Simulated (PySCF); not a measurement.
OSi, triplet, geometry from GFN2-xTB (the spin is typed, not shown lowest); CCSD(T)/def2-SVP (PySCF).

Here is a job for PySCF.
```python
from pyscf import gto, scf, cc

mol = gto.M(
    atom='''
Si   -0.000000   -0.000000   -0.558099
O     0.000000    0.000000    0.976674
''',
    basis='def2-svp',
    charge=0,
    spin=2,
    verbose=4,
    cart=True,
)

mf = scf.UHF(mol)
mf.kernel()

mycc = cc.CCSD(mf)
mycc.kernel()
et = mycc.ccsd_t()
print('E(CCSD(T)) = %.10f' % (mycc.e_tot + et))
mf.analyze()
```

Problem. What does PySCF print? Leave out banner, timings and long lists.

Solution. 
```
PySCF version 2.14.0

[INPUT] verbose = 4
[INPUT] num. atoms = 2
[INPUT] num. electrons = 22
[INPUT] charge = 0
[INPUT] spin (= nelec alpha-beta = 2S) = 2
[INPUT] symmetry False subgroup None
[INPUT] Mole.unit = angstrom
[INPUT] Cartesian GTO integrals (6d 10f)
[INPUT] Symbol           X                Y                Z      unit          X                Y                Z       unit  Magmom
[INPUT]  1 Si     0.000000000000   0.000000000000  -0.558099000000 AA    0.000000000000   0.000000000000  -1.054654260394 Bohr   0.0
[INPUT]  2 O      0.000000000000   0.000000000000   0.976674000000 AA    0.000000000000   0.000000000000   1.845646372983 Bohr   0.0

nuclear repulsion = 38.6166863914338
number of shells = 14
number of NR pGTOs = 62
number of NR cGTOs = 34
basis = def2-svp
ecp = {}

******** <class 'pyscf.scf.uhf.UHF'> ********
method = UHF
initial guess = minao
damping factor = 0
level_shift factor = 0
DIIS = <class 'pyscf.scf.diis.CDIIS'>
diis_start_cycle = 1
diis_space = 8
diis_damp = 0
SCF conv_tol = 1e-09
SCF conv_tol_grad = None
SCF max_cycles = 50
direct_scf = True
direct_scf_tol = 1e-13
number electrons alpha = 12  beta = 10
Set gradient conv threshold to 3.16228e-05
init E= -363.422903721818

cycle= 1 E= -363.37347127669  delta_E= 0.0494  |g|= 0.489  |ddm|= 1.42
cycle= 2 E= -363.375990397319  delta_E= -0.00252  |g|= 0.55  |ddm|= 0.822
cycle= 3 E= -363.501099019332  delta_E= -0.125  |g|= 0.0451  |ddm|= 0.385
cycle= 4 E= -363.503600666693  delta_E= -0.0025  |g|= 0.0155  |ddm|= 0.0872
cycle= 5 E= -363.503979012301  delta_E= -0.000378  |g|= 0.00664  |ddm|= 0.0353
cycle= 6 E= -363.504106796456  delta_E= -0.000128  |g|= 0.00494  |ddm|= 0.0182
cycle= 7 E= -363.504234744015  delta_E= -0.000128  |g|= 0.00419  |ddm|= 0.0194
cycle= 8 E= -363.50441591416  delta_E= -0.000181  |g|= 0.00332  |ddm|= 0.0332
cycle= 9 E= -363.504560846974  delta_E= -0.000145  |g|= 0.00284  |ddm|= 0.035
cycle= 10 E= -363.504643738442  delta_E= -8.29e-05  |g|= 0.00231  |ddm|= 0.024
cycle= 11 E= -363.504762125328  delta_E= -0.000118  |g|= 0.00187  |ddm|= 0.0467
cycle= 12 E= -363.504833309225  delta_E= -7.12e-05  |g|= 0.000886  |ddm|= 0.0514
cycle= 13 E= -363.504837594792  delta_E= -4.29e-06  |g|= 0.000557  |ddm|= 0.00529
cycle= 14 E= -363.504844200556  delta_E= -6.61e-06  |g|= 0.000459  |ddm|= 0.0234
cycle= 15 E= -363.504844704384  delta_E= -5.04e-07  |g|= 0.000204  |ddm|= 0.00423
cycle= 16 E= -363.504844847415  delta_E= -1.43e-07  |g|= 3.25e-05  |ddm|= 0.00263
cycle= 17 E= -363.504844850568  delta_E= -3.15e-09  |g|= 1.8e-05  |ddm|= 0.00072
cycle= 18 E= -363.504844852039  delta_E= -1.47e-09  |g|= 4.36e-06  |ddm|= 0.000277
cycle= 19 E= -363.504844852084  delta_E= -4.54e-11  |g|= 1.57e-06  |ddm|= 2.61e-05
Extra cycle  E= -363.504844852088  delta_E= -3.98e-12  |g|= 8.6e-07  |ddm|= 3.06e-06
converged SCF energy = -363.504844852088  <S^2> = 2.0390653  2S+1 = 3.0259315

******** <class 'pyscf.cc.uccsd.UCCSD'> ********
CC2 = 0
CCSD nocc = (np.int64(12), np.int64(10)), nmo = (34, 34)
max_cycle = 50
direct = 0
conv_tol = 1e-07
conv_tol_normt = 1e-06
diis_space = 6
diis_start_cycle = 0
diis_start_energy_diff = 1e+09
Init t2, MP2 energy = -0.259163168956421
Init E_corr(UCCSD) = -0.259163168957314
cycle = 1  E_corr(UCCSD) = -0.256839346193258  dE = 0.00232382276  norm(t1,t2) = 0.115602
cycle = 2  E_corr(UCCSD) = -0.269981392505882  dE = -0.0131420463  norm(t1,t2) = 0.0440255
cycle = 3  E_corr(UCCSD) = -0.270049389408632  dE = -6.79969028e-05  norm(t1,t2) = 0.0354395
cycle = 4  E_corr(UCCSD) = -0.274451946933712  dE = -0.00440255753  norm(t1,t2) = 0.02256
cycle = 5  E_corr(UCCSD) = -0.275174993039995  dE = -0.000723046106  norm(t1,t2) = 0.0102093
cycle = 6  E_corr(UCCSD) = -0.274987143009982  dE = 0.00018785003  norm(t1,t2) = 0.005546
cycle = 7  E_corr(UCCSD) = -0.27524868470977  dE = -0.0002615417  norm(t1,t2) = 0.00200961
cycle = 8  E_corr(UCCSD) = -0.275222586534209  dE = 2.60981756e-05  norm(t1,t2) = 0.000501721
cycle = 9  E_corr(UCCSD) = -0.27522408542561  dE = -1.4988914e-06  norm(t1,t2) = 0.000215986
cycle = 10  E_corr(UCCSD) = -0.275219245679135  dE = 4.83974648e-06  norm(t1,t2) = 7.6955e-05
cycle = 11  E_corr(UCCSD) = -0.275222087902935  dE = -2.8422238e-06  norm(t1,t2) = 2.78437e-05
cycle = 12  E_corr(UCCSD) = -0.275222426827608  dE = -3.38924673e-07  norm(t1,t2) = 1.35094e-05
cycle = 13  E_corr(UCCSD) = -0.275222337451583  dE = 8.9376025e-08  norm(t1,t2) = 6.09668e-06
cycle = 14  E_corr(UCCSD) = -0.275222098062464  dE = 2.39389119e-07  norm(t1,t2) = 2.7492e-06
cycle = 15  E_corr(UCCSD) = -0.275222094969284  dE = 3.09318016e-09  norm(t1,t2) = 1.71915e-06
cycle = 16  E_corr(UCCSD) = -0.275222132654529  dE = -3.76852457e-08  norm(t1,t2) = 8.35962e-07
UCCSD converged
E(UCCSD) = -363.7800669847428  E_corr = -0.2752221326545294
UCCSD(T) correction = -0.0106892240860408
E(CCSD(T)) = -363.7907562088
**** SCF Summaries ****
Total Energy =                        -363.504844852088297
Nuclear Repulsion Energy =              38.616686391433788
One-electron Energy =                 -580.738966094862690
Two-electron Energy =                  178.617434851340590
Two-electron Coulomb Energy =          207.172221704957593
DFT Exchange-Correlation Energy =      -28.554786853617003
**** MO energy ****
                             alpha | beta                alpha | beta
MO #1   energy= -68.8249069120797  | -68.818077839328   occ= 1 | 1
MO #2   energy= -20.5914356560263  | -20.5581807344052  occ= 1 | 1
MO #3   energy= -6.18949072615137  | -6.18094746981435  occ= 1 | 1
MO #4   energy= -4.3014479808388   | -4.29060676364769  occ= 1 | 1
MO #5   energy= -4.3009817208598   | -4.28438555751362  occ= 1 | 1
MO #6   energy= -4.29305514101835  | -4.27749951994147  occ= 1 | 1
MO #7   energy= -1.32625294511344  | -1.21025378123763  occ= 1 | 1
MO #8   energy= -0.703733977390706 | -0.492012625114021 occ= 1 | 1
MO #9   energy= -0.572892146388829 | -0.484572024007942 occ= 1 | 1
MO #10  energy= -0.533810723629763 | -0.469323031232942 occ= 1 | 1
MO #11  energy= -0.528291135720663 | -0.0493558570614558 occ= 1 | 0
MO #12  energy= -0.271939012677464 | 0.0730511460580541 occ= 1 | 0
MO #13  energy= 0.0315970348215941 | 0.113659789403388  occ= 0 | 0
MO #14  energy= 0.157407252981947  | 0.210856630097684  occ= 0 | 0
MO #15  energy= 0.266445152652954  | 0.316642492020581  occ= 0 | 0
MO #16  energy= 0.533919713185477  | 0.57077112787132   occ= 0 | 0
MO #17  energy= 0.562132689826004  | 0.60804117530464   occ= 0 | 0
MO #18  energy= 0.605589694380983  | 0.664897583718486  occ= 0 | 0
MO #19  energy= 0.610257570098088  | 0.67259590305577   occ= 0 | 0
MO #20  energy= 0.616016821155815  | 0.690592760635217  occ= 0 | 0

To work with the spin densities directly, `use mulliken_meta_spin()` only printing them here.

 ** Mulliken spin pop alpha/beta on meta-lowdin orthogonal AOs **
 ** Mulliken Spin Density (per AO)  **
spin_pop of  0 Si 1s       -0.00000
spin_pop of  0 Si 2s        0.00007
spin_pop of  0 Si 3s        0.20142
spin_pop of  0 Si 4s        0.00284
spin_pop of  0 Si 2px      -0.00000
spin_pop of  0 Si 2py      -0.00000
spin_pop of  0 Si 2pz       0.00001
spin_pop of  0 Si 3px       0.08592
spin_pop of  0 Si 3py       0.74040
spin_pop of  0 Si 3pz       0.23014
spin_pop of  0 Si 4px       0.00039
spin_pop of  0 Si 4py       0.00229
spin_pop of  0 Si 4pz       0.00317
spin_pop of  0 Si 3dxx      0.00059
spin_pop of  0 Si 3dxy      0.00026
spin_pop of  0 Si 3dxz     -0.00162
spin_pop of  0 Si 3dyy      0.00236
spin_pop of  0 Si 3dyz      0.00936
spin_pop of  0 Si 3dzz      0.00070
spin_pop of  1  O 1s       -0.00000
spin_pop of  1  O 2s       -0.00025
spin_pop of  1  O 3s       -0.00219
spin_pop of  1  O 2px       0.05212
spin_pop of  1  O 2py       0.10967
spin_pop of  1  O 2pz       0.55911
spin_pop of  1  O 3px      -0.00058
spin_pop of  1  O 3py       0.00271
spin_pop of  1  O 3pz       0.00011
spin_pop of  1  O 3dxx     -0.00011
spin_pop of  1  O 3dxy     -0.00000
spin_pop of  1  O 3dxz     -0.00030
spin_pop of  1  O 3dyy     -0.00007
spin_pop of  1  O 3dyz     -0.00037
spin_pop of  1  O 3dzz      0.00185
 ** Mulliken Spin Density (per atom)  **
spin density of  0 Si =      1.27831
spin density of  1 O =      0.72169
 ** Mulliken pop alpha/beta on meta-lowdin orthogonal AOs **
 ** Mulliken pop       alpha | beta **
pop of  0 Si 1s        1.00000 | 1.00000
pop of  0 Si 2s        0.99997 | 0.99990
pop of  0 Si 3s        0.85059 | 0.64918
pop of  0 Si 4s        0.00430 | 0.00147
pop of  0 Si 2px       0.99999 | 1.00000
pop of  0 Si 2py       1.00000 | 1.00000
pop of  0 Si 2pz       0.99999 | 0.99997
pop of  0 Si 3px       0.23070 | 0.14478
pop of  0 Si 3py       0.86440 | 0.12400
pop of  0 Si 3pz       0.34268 | 0.11254
pop of  0 Si 4px       0.00083 | 0.00044
pop of  0 Si 4py       0.00266 | 0.00037
pop of  0 Si 4pz       0.00680 | 0.00363
pop of  0 Si 3dxx      0.00115 | 0.00057
pop of  0 Si 3dxy      0.00075 | 0.00049
pop of  0 Si 3dxz      0.00806 | 0.00967
pop of  0 Si 3dyy      0.00302 | 0.00065
pop of  0 Si 3dyz      0.01840 | 0.00904
pop of  0 Si 3dzz      0.00135 | 0.00065
pop of  1  O 1s        1.00000 | 1.00000
pop of  1  O 2s        0.87840 | 0.87866
pop of  1  O 3s        0.00032 | 0.00251
pop of  1  O 2px       0.89436 | 0.84224
pop of  1  O 2py       0.97335 | 0.86369
pop of  1  O 2pz       0.90689 | 0.34778
pop of  1  O 3px       0.00104 | 0.00162
pop of  1  O 3py       0.00440 | 0.00169
pop of  1  O 3pz       0.00056 | 0.00045
pop of  1  O 3dxx      0.00032 | 0.00044
pop of  1  O 3dxy      0.00000 | 0.00000
pop of  1  O 3dxz      0.00096 | 0.00126
pop of  1  O 3dyy      0.00036 | 0.00043
pop of  1  O 3dyz      0.00085 | 0.00122
pop of  1  O 3dzz      0.00254 | 0.00069
In total            12.00000 | 10.00000
 ** Mulliken atomic charges   ( Nelec_alpha | Nelec_beta ) **
charge of  0Si =      0.60703  (     7.33564      6.05733 )
charge of  1O =     -0.60703  (     4.66436      3.94267 )
Dipole moment(X, Y, Z, Debye):  0.00000, -0.00000, -2.90905
```
